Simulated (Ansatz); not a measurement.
```yaml
crystal:
  periodic: [false, false, false]
  atoms:
    - {symbol: F, position_ang: [-0.851177, -0.125136, 1.662458]}
    - {symbol: Ta, position_ang: [-0.012078, -0.085252, 0.005842]}
    - {symbol: F, position_ang: [1.489437, -1.178506, 0.014593]}
    - {symbol: F, position_ang: [-1.189434, -0.614449, -1.329730]}
    - {symbol: S, position_ang: [0.613152, 1.929543, -0.394564]}
basis:
  gaussian: {orbitals: def2-TZVPP}
magnetization: {spin_polarized: true, initial_magnetization: 1}
hamiltonian: {xc: {name: RPBE}}
output: {forces: true}
```

```sh
$ ansatz run in.yaml --threads 4 --pin off --events-out ev --progress --plain --max-ram 10444MiB
```

Output, abridged:

```
Error: a molecule whose nuclei and cores have a total charge of 56 cannot have a net charge of 0 together with 1 unpaired electrons
```

**Question.** Something in this input is off. What?

**Answer.** The number of unpaired electrons doesn't fit the electron count. The program refused the input.
